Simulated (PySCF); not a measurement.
C3H14Si3, SMILES C[SiH2]CC[SiH2][SiH3].

Geometry: PBE-D3(BJ)/def2-SVP. This is a generated structure with no PubChem entry under its InChIKey; it may be hypothetical. Other conformers were not sampled.

Level of theory: PBE-D3(BJ)/def2-SVP (PySCF).

Frequencies are harmonic and unscaled.

```tsv
mode	ν (cm⁻¹)	IR (km/mol)	moving atoms (share of kinetic energy)
1	36	0.2	H 39 %, Si 35 %, C 26 %
2	48	0.9	Si 43 %, H 36 %, C 21 %
3	78	0.2	H 75 %, C 21 %
4	79	0.2	C 50 %, H 34 %, Si 16 %
5	113	0.1	H 47 %, Si 28 %, C 25 %
6	140	0.3	H 45 %, C 31 %, Si 24 %
7	161	0.0	H 88 %
8	225	1.1	Si 44 %, H 32 %, C 25 %
9	239	1.4	C 45 %, Si 32 %, H 23 %
10	348	14.1	H 92 %
11	409	1.0	Si 79 %, H 18 %
12	447	6.7	H 92 %
13	472	16.1	H 82 %, Si 17 %
14	528	6.0	H 70 %, Si 24 %
15	551	0.2	H 96 %
16	623	8.5	H 63 %, C 29 %, Si 9 %
17	639	1.7	H 70 %, C 24 %
18	648	1.3	H 56 %, C 28 %, Si 16 %
19	702	34.1	C 45 %, Si 31 %, H 24 %
20	711	45.7	H 67 %, C 19 %, Si 14 %
21	742	210.4	H 80 %, C 11 %, Si 10 %
22	776	90.5	H 56 %, C 30 %, Si 14 %
23	828	103.6	H 78 %, C 13 %, Si 9 %
24	852	37.6	H 78 %, C 17 %
25	865	62.5	H 76 %, C 16 %
26	868	211.8	H 77 %, Si 12 %, C 11 %
27	890	10.2	H 96 %
28	904	25.6	H 98 %
29	911	67.6	H 97 %
30	918	66.6	H 95 %
31	1011	2.5	C 76 %, H 24 %
32	1045	28.3	H 97 %
33	1108	25.0	H 78 %, C 21 %
34	1216	20.0	H 75 %, C 25 %
35	1220	4.0	H 67 %, C 33 %
36	1239	1.0	H 87 %, C 13 %
37	1375	7.9	H 92 %, C 8 %
38	1379	1.9	H 93 %
39	1386	2.2	H 95 %
40	1386	4.9	H 96 %
41	2133	87.1	H 98 %
42	2139	71.6	H 98 %
43	2141	106.8	H 96 %
44	2141	67.2	H 96 %
45	2143	50.3	H 98 %
46	2156	150.9	H 96 %
47	2161	109.4	H 96 %
48	2956	2.7	H 95 %
49	2968	12.1	H 95 %
50	2976	3.7	H 97 %
51	3004	1.9	H 91 %, C 9 %
52	3023	8.2	H 91 %, C 9 %
53	3076	3.7	H 91 %, C 9 %
54	3079	3.2	H 91 %, C 9 %
```
